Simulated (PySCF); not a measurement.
CH₄Cl₂Si.
SMILES: `ClC[SiH2]Cl`

The closed-shell SCF was solved with PySCF and density fitting under several settings on one GFN2-xTB geometry (grid level 2 and gas phase unless stated).

| settings | basis functions | SCF cycles | E (Eh) | HOMO (eV) | LUMO (eV) | dipole (D) |
| --- | --- | --- | --- | --- | --- | --- |
| PBE0/pcSseg-1 | 109 | 12 | -1249.9217 | -8.34 | -0.03 | 0.49 |
| wB97X-D/def2-SVPD | 130 | 12 | -1250.0398 | -10.21 | 1.47 | 0.59 |
| PBE0/STO-3G, level shift 0.2 Eh | 36 | 9 | -1236.1855 | -6.46 | 3.66 | 0.45 |
| wB97X/def2-SVP | 88 | 12 | -1250.0240 | -10.48 | 2.66 | 0.53 |
| KT2/aug-cc-pVDZ | 140 | 13 | -1260.4856 | -7.06 | -1.31 | 0.56 |

Problem. Estimate the rows for these settings: (1) PBE0/def2-TZVPP, IEF-PCM benzene, fitting basis def2-universal-jkfit, level shift 0.3 Eh; (2) wB97X/IGLO-III, IEF-PCM cyclohexane.

Solution. 
| settings | basis functions | SCF cycles | E (Eh) | HOMO (eV) | LUMO (eV) | dipole (D) |
| --- | --- | --- | --- | --- | --- | --- |
| PBE0/def2-TZVPP, IEF-PCM benzene, fitting basis def2-universal-jkfit, level shift 0.3 Eh | 213 | 12 | -1250.0359 | -8.17 | 0.07 | 0.74 |
| wB97X/IGLO-III, IEF-PCM cyclohexane | 207 | 13 | -1250.4855 | -10.53 | 2.40 | 0.68 |

Problem. Over all rows, what range does the HOMO–LUMO gap span?

Solution. From 5.75 eV (KT2/aug-cc-pVDZ) to 13.14 eV (wB97X/def2-SVP). The functional of the narrowest has no exact exchange, that of the widest range-separated exact exchange.

Problem. Compare two rows with the functional PBE0: PBE0/pcSseg-1 and PBE0/STO-3G, level shift 0.2 Eh. Which energy is lower, and by how much?

Solution. PBE0/pcSseg-1 (109 functions) lies 13.7362 Eh or 8620 kcal/mol below PBE0/STO-3G, level shift 0.2 Eh (36 functions).

wB97X-D ran without the empirical dispersion term, which would shift the total energy alone. Cycle counts include a coarse-grid stage where the run had one. KT2 was designed for NMR shieldings or shifts; total energies of different functionals aren't comparable. Geometry: GFN2-xTB, one conformer.

The values belong to the conformer `[Cl:1][CH2:2][SiH2:3][Cl:4]`: Cl1–C2–Si3–Cl4 180°.
